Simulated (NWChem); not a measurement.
# SbH$_{2}$O$_{2}$Br; SMILES [OH][Sb]([OH])[Br]

```xyz
6

Sb    -0.0204     0.7921    -0.3594
Br    -0.0483    -1.7631     0.0288
O     -1.3618     1.4192     0.9845
H     -0.9957     1.2837     1.8842
O      1.5925     1.0612     0.8044
H      1.8833     0.1824     1.1267
```
Atoms are numbered in this order, from 1.

Computed with NWChem. Geometry: optimised at PBE-D3(BJ)/def2-SVP. def2 effective core potentials on Sb; no spin-orbit coupling. Level PBE/def2-SVP: energy and gradient on several grids; changes count from the extra-fine grid, which is no exact limit either.

Question: Which is the coarsest grid (xfine; coarse; xcoarse; fine; medium) from which on the energy stays within 500 μHa and each gradient component within 500 μHa/bohr of xfine?

Answer: coarse.
| grid | size of the energy change (μHa) | largest change of a gradient component (μHa/bohr) |
|---|---|---|
| xcoarse | 4000 | 10000 |
| coarse | 200 | 100 |
| medium | < 10 | 100 |
| fine | < 10 | < 30 |
| xfine | < 10 | < 30 |
